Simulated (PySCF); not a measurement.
**Sc: ionisation energy**

Sc [Ar] 3d1 4s2 (2D) → Sc⁺ [Ar] 3d1 4s1 (3D), as a difference of total energies. Computed with PySCF 2.14 in x2c-SVPall (5s3p3d1f, 36 functions), with the spin-free X2C one-electron Hamiltonian (Gaussian nucleus). Correlated levels: valence: [Ar] frozen. The calculations carry no spin-orbit coupling.

Q: Order these methods by the ionisation energy they give, lowest first.
A. MN15
B. SCS-MP2 (valence)
C. UHF
D. MP2 (valence)

A: C (5.406 eV), D (6.006 eV), B (6.123 eV), A (6.773 eV).

Errors of the correlated levels include the incompleteness of this basis and the frozen core.

MP2 underrates the near-degeneracy of ns² with np² in the lower species.

For comparison: 6.562 eV (measured; NIST levels, between the centres of gravity of the two terms).
